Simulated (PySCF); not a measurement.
CrF4 (triplet state).
Bonds: Cr1–F2, Cr1–F3, Cr1–F4, Cr1–F5.

Method: PBE0-D3(BJ)/def2-SVP geometry optimisation, gas phase (PySCF 2.14.0).

(1) How far are the bound atoms from Cr1?

(2) List the angles at Cr1.

(3) What is the shape at Cr1?

(4) What are the rotational constants (commonest isotopes, rigid rotor)?

Answers

(1) 4 atoms: F4 1.683 Å, F5 1.683 Å, F3 1.683 Å, F2 1.683 Å.

(2) 
```
    angle  degrees  distance of the outer atoms (Å)
F4–Cr1–F5    109.7                             2.75
F2–Cr1–F3    109.7                             2.75
F3–Cr1–F5    109.6                             2.75
F3–Cr1–F4    109.6                             2.75
F2–Cr1–F5    109.2                             2.74
F2–Cr1–F4    109.1                             2.74
```

(3) Tetrahedral: angles from 109.1° to 109.7°; τ4 = (360° − α − β)/141° = 1.00 with α and β the two widest (0 for a square, 1 for a tetrahedron).

(4) A = 3531, B = 3529, C = 3511 MHz: a spherical top.

Point group: Td (every atom within 0.08 Å of its image). Charge 0, triplet. ⟨S²⟩ = 2.014 (exact for a triplet: 2.00). PBE0-D3(BJ)/def2-SVP frequencies: not computed here.

For an open-shell metal species like this, the optimisation's SCF solution wasn't tested for stability and no frequencies at its level were run, so a lower state or another shape may exist.
